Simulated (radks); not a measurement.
In15+, configuration [Ar] 3d10 4s2 4p4.

All-electron calculation, Dirac Kohn-Sham, PBE, spin-unpolarised, spherical densities, point nucleus; open shells are shared between the two j in proportion to 2j + 1. Program: a radial shooting solver on a logarithmic mesh with Libxc functionals.

Energy parts (Ry):
part                        energy
total                 -11601.00504
kinetic                12200.25513
electron-nucleus      -27225.51526
Hartree                 3718.54058
exchange-correlation    -294.28549

Orbitals (lengths in bohr, moments of r in powers of bohr):
orbital     occ.  eigenvalue (Ry)      <r^4>
1s1/2          2        -2065.839  3.718e-06
2s1/2          2        -332.2646  0.0006479
2p1/2          2        -311.7365  0.0004190
2p3/2          4        -296.2223  0.0004890
3s1/2          2        -83.93023    0.02854
3p1/2          2        -75.66364    0.02763
3p3/2          4        -72.81271    0.03109
3d3/2          4        -58.28209    0.02612
3d5/2          6        -57.69120    0.02710
4s1/2          2        -31.88690     0.6198
4p1/2    1.33333        -28.89624     0.7060
4p3/2    2.66667        -28.21732     0.7698

The highest occupied level is 4p3/2 at -383.92 eV. Summed over all electrons, <r^2> = 6.662 bohr^2, which gives a Langevin (diamagnetic) susceptibility term of -5.28 x 10^-6 cm^3/mol. The density falls to 0.001 e/bohr^3 at r = 1.82 bohr.
